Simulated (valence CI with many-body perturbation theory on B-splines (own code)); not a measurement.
E1 transitions of Ba V

Calculated by relativistic CI+MBPT: six valence electrons over a frozen Dirac-Fock core [Kr] 4d10, a basis of 9 s, 9 p, 8 d, 6 f, 3 g, 1 h functions for each j, with the one-electron correlation potential Σ1 (screened to all orders), the two-electron term Σ2, the three-electron term Σ3, Breit, model QED; selected single and double excitations, second order for the rest, scaled by the run's own slope (own B-spline code, finite nucleus).

Against 17 measured levels this calculation errs by 353 cm⁻¹ on average and by 1294 at most. These come from a selection out of Sansonetti and Curry, J. Phys. Chem. Ref. Data 39, 043103 (2010). Levels without a partner in it may be off by more, other configurations by several thousand cm⁻¹. Among the levels kept, up to 850 cm⁻¹ of a level comes from second order outside the variational space, and about a tenth of that is noise between levels of different J, which matters for small intervals. 1 measured level below the end of the list, from 166279 cm⁻¹ on, found no clear computed partner, and computed levels of the same name lie up to 320 cm⁻¹ from them.

Lines 1 to 50 of 107 in falling wavelength, among levels below 22.327 eV, chosen from the strongest by gf and those to the six lowest levels. Wavelengths and rates use the calculated energies, so an error of 400 cm⁻¹ moves a line at 24740 Å by 9.9 % and its rate by three times that or more. Electric multipoles are in the length gauge, E1 and E2 with the static RPA response of the core. Weak lines are less certain than strong ones. Lines between different terms over intervals too small for the method are left out, as are lines whose strength nearly cancels. The highest levels of a list are the least certain. Branching is blank where the lifetime is uncertain.

Names give the largest LS component (configuration and term), which can be under half, so a name can repeat, a term be missing and a line seem to break the LS rules; names also repeat where a configuration has a term twice. Letters in brackets count levels of one name in rising energy.

```tsv
λ vac (Å)	Upper	Lower	A (s⁻¹)	log gf	Branch %
24740	5s²5p³5d ⁵D°_0	4f5s²5p³ ⁵F_1	5.14e+04	-2.33	0.0
22370	5s²5p³5d ⁵D°_3	4f5s²5p³ ⁵F_4	6.05e+04	-1.50	0.0
22250	5s²5p³5d ³F°_3	4f5s²5p³ ³H_4	1.30e+04	-2.17	0.0
22220	5s²5p³5d ⁵D°_1	4f5s²5p³ ⁵F_1	2.29e+04	-2.29	0.0
21590	5s²5p³5d ⁵D°_4	4f5s²5p³ ⁵F_5	7.84e+04	-1.31	76.6
21180	5s²5p³5d ⁵D°_1	4f5s²5p³ ⁵F_2	5.29e+04	-1.97	0.0
20920	5s²5p³5d ⁵D°_3	4f5s²5p³ ⁵F_3	1.69e+04	-2.11	0.0
20790	5s²5p³5d ⁵D°_2	4f5s²5p³ ⁵F_3	6.75e+04	-1.66	0.0
17780	4f5s²5p³ ³F_4	5s²5p³5d ⁵D°_4	1.97e+03	-3.08	
16180	5s²5p³5d ⁵D°_4	4f5s²5p³ ⁵F_4	2.23e+04	-2.10	21.8
15400	5s²5p³5d ⁵D°_4	4f5s²5p³ ⁵F_3	1.64e+03	-3.28	1.6
15210	5s²5p³5d ³D°_3	4f5s²5p³ ³F_2 [a]	8.14e+02	-3.70	0.0
14950	5s²5p³5d ³D°_3	4f5s²5p³ ³F_4	2.00e+05	-1.33	0.1
14920	5s²5p³5d ³F°_2	4f5s²5p³ ³G_3	1.62e+05	-1.57	0.1
14560	4f5s²5p³ ³F_2 [b]	5s²5p³5d ³D°_2	2.63e+04	-2.38	0.6
14340	5s²5p³5d ³D°_2	4f5s²5p³ ³F_3	2.30e+05	-1.45	0.0
13630	4f5s²5p³ ³F_4	5s²5p³5d ⁵D°_3	2.58e+02	-4.19	
13600	5s²5p³5d ³F°_3	4f5s²5p³ ³G_4	1.62e+05	-1.50	0.0
13480	4f5s²5p³ ³F_2 [a]	5s²5p³5d ⁵D°_2	2.05e+03	-3.55	
13470	5s5p⁵ ¹P°_1	4f5s²5p³ ⁵F_1	3.24e+03	-3.58	0.0
13080	5s5p⁵ ¹P°_1	4f5s²5p³ ⁵F_2	5.96e+03	-3.34	0.0
12890	5s²5p³5d ³D°_1	4f5s²5p³ ³F_2 [a]	2.97e+05	-1.65	0.1
12190	4f5s²5p³ ⁵F_1	5s5p⁵ ³P°_0	1.53e+04	-2.99	8.7
11230	5s²5p³5d ³F°_3	4f5s²5p³ ³G_3	6.09e+04	-2.09	0.0
10740	4f5s²5p³ ³D_3	5s²5p³5d ³D°_2	1.05e+04	-2.90	0.1
10230	5s²5p³5d ³F°_2	4f5s²5p³ ³F_2 [a]	5.03e+04	-2.40	0.0
10220	4f5s²5p³ ³F_2 [b]	5s5p⁵ ¹P°_1	7.37e+04	-2.24	1.8
9866	4f5s²5p³ ¹P_1	5s²5p³5d ³D°_2	8.85e+03	-3.41	0.3
9671	5s²5p³5d ³D°_2	4f5s²5p³ ⁵F_1	3.48e+03	-3.61	0.0
9655	4f5s²5p³ ³G_4	5s²5p³5d ⁵D°_4	5.29e+02	-4.18	
9535	4f5s²5p³ ³G_3	5s²5p³5d ⁵D°_2	8.85e+03	-3.07	0.6
9469	5s²5p³5d ³D°_2	4f5s²5p³ ⁵F_2	3.12e+04	-2.68	0.0
8572	5s²5p³5d ³D°_2	4f5s²5p³ ⁵F_3	6.28e+03	-3.46	0.0
8352	5s²5p³5d ³F°_3	4f5s²5p³ ³F_2 [a]	4.62e+03	-3.47	0.0
8286	4f5s²5p³ ³G_4	5s²5p³5d ⁵D°_3	1.22e+04	-2.95	
8274	5s²5p³5d ³F°_3	4f5s²5p³ ³F_4	5.23e+03	-3.42	0.0
7869	4f5s²5p³ ³F_2 [b]	5s²5p³5d ⁵D°_1	1.33e+04	-3.21	0.3
7663	4f5s²5p³ ¹P_1	5s5p⁵ ¹P°_1	3.15e+05	-2.08	10.7
7568	4f5s²5p³ ³H_4	5s²5p³5d ⁵D°_4	4.54e+03	-3.46	
7317	4f5s²5p³ ³G_5 [a]	5s²5p³5d ⁵D°_4	2.75e+03	-3.62	
7286	4f5s²5p³ ³F_2 [b]	5s²5p³5d ⁵D°_2	4.21e+03	-3.78	0.1
7271	4f5s²5p³ ³F_2 [b]	5s²5p³5d ⁵D°_3	8.91e+02	-4.45	0.0
7087	5s²5p³5d ³D°_3	4f5s²5p³ ³F_3	7.22e+04	-2.42	0.0
6700	4f5s²5p³ ³H_4	5s²5p³5d ⁵D°_3	6.84e+02	-4.38	
6185	4f5s²5p³ ³D_3	5s²5p³5d ⁵D°_2	4.27e+04	-2.77	0.4
5917	4f5s²5p³ ⁵F_2	5s5p⁵ ³P°_1	1.78e+05	-2.33	44.4
5841	4f5s²5p³ ⁵F_1	5s5p⁵ ³P°_1	1.26e+05	-2.72	70.9
5779	5s²5p³5d ³F°_2	4f5s²5p³ ³F_3	7.17e+03	-3.75	0.0
5501	4f5s²5p³ ³G_5 [b]	5s²5p³5d ⁵D°_4	1.94e+04	-3.01	
5126	5s²5p³5d ³F°_3	4f5s²5p³ ³F_3	1.40e+04	-3.41	0.0
```

Problem. How does gf follow from A for the line at 20790 Å?

Solution. gf = 1.4992 × (2J+1)_upper × A / σ², with σ = 4809 cm⁻¹ and 2J+1 = 5: gf = 0.0219.
